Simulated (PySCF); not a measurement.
## Polarisability and C₆ of Os²⁺ (osmium, charge +2)

[Xe] 4f14 5d6, high-spin 5D determinant. Calculation: PySCF 2.14, in ANO-RCC-VTZP (8s7p5d3f2g1h, 104 functions); scalar relativity by spin-free X2C-1e. Coupled (time-dependent) response in atomic units; α is the mean over directions. The basis has no added diffuse functions, which lowers α and C₆.

| method | mean α (bohr³) | α xx, yy, zz | C₆ (like pair) | S(−4) |
| --- | --- | --- | --- | --- |
| UHF | 9.082 | 9.338, 9.338, 8.571 | 54.95 | 30.13 |

S(−4) is the Cauchy moment in α(ω) = α(0) + S(−4) ω² + …

Spin-orbit coupling is absent.

α(iu) at UHF:

| u (hartree) | α(iu) (bohr³) |
| --- | --- |
| 0 | 9.082 |
| 0.0500 | 9.008 |
| 0.100 | 8.798 |
| 0.200 | 8.110 |
| 0.300 | 7.310 |
| 0.500 | 5.954 |
| 0.750 | 4.821 |
| 1.00 | 4.040 |
| 1.50 | 2.960 |
| 2.00 | 2.235 |
| 3.00 | 1.377 |
| 5.00 | 0.6733 |

For an ion, C₆ is the dispersion term alone; charge-induced terms of lower order in 1/R come first.

The components differ because the open shell of this determinant is not spherical; for a pure term their mean is the scalar polarisability.

Spin-orbit coupling, absent here, splits the open shell strongly.
